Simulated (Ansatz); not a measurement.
Geometry optimisation, Ansatz 0.2.0, UKS PBE-D4/def2-SVP.

The input (input.yaml):

```yaml
crystal:
  periodic: [false, false, false]
  atoms:
    - { symbol: F, position_ang: [-1.2173, 0.4592, -0.6247] }
    - { symbol: Ga, position_ang: [0.2781, 0.402, 0.1987] }
    - { symbol: H, position_ang: [0.9282, -0.926, 0.4127] }
magnetization:
  spin_polarized: true
  initial_magnetization: 1
basis:
  gaussian: { orbitals: def2-SVP }
hamiltonian:
  xc: pbe
  dispersion: d4
relax:
  f_tol: 0.02
  max_steps: 40
```

Command:

```bash
$ ansatz run input.yaml --threads 1 --pin off --max-ram 2048MiB --backend cpu --events-out ev --progress --plain --runs-dir out
```

Problem. Where does it end, and by what steps?

Solution. It converged. After 3 steps the energy has fallen by 0.205 eV; H3 moved furthest, 0.08 Å.

| step | energy less start (eV) | largest force component (eV/Å) | accepted |
| --- | --- | --- | --- |
| 0 | 0.0000 | 1.878 | yes |
| 1 | -0.1627 | 0.897 | yes |
| 2 | -0.2039 | 0.082 | yes |
| 3 | -0.2047 | 0.018 | yes |

```xyz
3
Properties=species:S:1:pos:R:3
F -1.266 0.457 -0.652
Ga 0.294 0.479 0.216
H 0.961 -1.001 0.423
```

Whether the end is a true minimum wasn't checked by a vibrational analysis.

The run took 23 s on 1 thread of AMD EPYC (Zen 3) (shared host), peak memory 0.12 GiB.
